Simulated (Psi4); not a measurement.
C3H2F2 (SMILES C=C=C(F)F), singlet, at a GFN2-xTB geometry. Base run: CCSD(T)/def2-SVP in Psi4.

Psi4 was given this input:
```
memory 2 GB

molecule {
0 1
  C    -2.17375340    0.01530894   -0.01188252
  C    -0.87978136    0.00619597   -0.00480920
  C     0.41597950   -0.00292959    0.00227389
  F     1.19267818    1.03952717   -0.30069797
  F     1.17456058   -1.05619876    0.31363815
  H    -2.73690941   -0.23918534   -0.89666413
  H    -2.74290786    0.27777766    0.86670949
}

set basis def2-svp
set freeze_core true

energy('ccsd(t)')
print_variables()
```

Variants of this job, named by their change:

| change | ΔE vs base (mEh) | MP2 correlation (Eh) | basis functions | core-seconds (rough) |
|---|---|---|---|---|
| base | 0.000 | -0.74520 | 80 | 70 |
| method = ccsd | (withheld) | -0.74520 | 80 | 30 |
| method = fno-ccsd(t) | 0.000 | -0.74520 | 80 | 30 |
| method = mp2 | 51.940 | -0.74499 | 80 | 4 |
| method = mp4 | -1.796 | -0.74520 | 80 | 20 |
| method = dlpno-mp2 | 52.039 | -0.74489 | 80 | 6 |
| method = mp3 | (withheld) | -0.74499 | 80 | 5 |
| method = qcisd(t) | -0.921 | -0.74520 | 80 | 30 |

Question: Fill in the missing entries.

Answer: 
- method = ccsd, ΔE vs base (mEh): 23.107
- method = mp3, ΔE vs base (mEh): 33.746
